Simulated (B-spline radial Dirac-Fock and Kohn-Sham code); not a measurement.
Relativistic shifts of the levels of Gd⁴⁵⁺

System: gadolinium as Gd⁴⁵⁺, [Ar] 3d1.

Both columns are ΔSCF binding energies of the configuration average from a B-spline atomic structure program: non-relativistic Hartree-Fock with a point nucleus, and Dirac-Fock with a finite nucleus and the Coulomb interaction alone, averaged over the two j levels with weights 2j+1.

```csv
shell,Hartree-Fock (eV),Dirac-Fock (eV),shift (eV),shift (%)
1s,50264.2,53285.0,+3020.77,+6.01
2s,10331.7,11144.6,+812.87,+7.87
2p,9966.9,10245.2,+278.24,+2.79
3s,3990.6,4225.5,+234.89,+5.89
3p,3835.9,3934.4,+98.41,+2.57
3d,3631.7,3638.5,+6.83,+0.19
```

Relativity binds 1s, 2s, 2p, 3s, 3p, 3d more strongly, among those listed most of all 2s in relative terms.

Values without a named source are computed, but for edge energies of neutral atoms, which are taken from tables.
